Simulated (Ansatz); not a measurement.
The same atomization along the group F, Cl, Br.

Gas-phase electronic energies from Ansatz, PBE0-D4/def2-TZVP geometries. CCSD(T)/CBS adds triple-zeta CCSD(T) − MP2 to the extrapolated MP2 energy (def2 sets, frozen cores). Small cases extrapolate CCSD(T) itself. No spin–orbit coupling; open shells (•) take unrestricted orbitals. Spin–orbit coupling would lower the free atoms: a little for Cl, F, O, Si; clearly for Br. For Br outer-core shells are correlated without core-valence functions, so the limit isn't a true one: a few kJ/mol of doubt a bond, and 10 to 20 or more in all where bonds break to atoms. Scalar relativity is left out up to krypton. One conformer a species, not always the lowest.

Q: Order these by ΔE at CCSD(T)/CBS, lowest first. (Best estimate.)
A. `N[SiH](O)Br` → Br• + 4 H• + N• + O• + Si•
B. `N[SiH](O)F` → F• + 4 H• + N• + O• + Si•
C. `N[SiH](O)Cl` → Cl• + 4 H• + N• + O• + Si•

A: A (+672.2 kcal/mol), C (+685.4 kcal/mol), B (+731.6 kcal/mol).

Largest T1 diagnostic: 0.012, for Si•.

Extrapolated directly: `N[SiH](O)F` → F• + 4 H• + N• + O• + Si•.

For atomizations the MP2-based limit and the directly extrapolated one differ by several kJ/mol either way, and by 10 to 25 for some Ge, Se and Sn compounds, so smaller differences from it don't rank the levels.
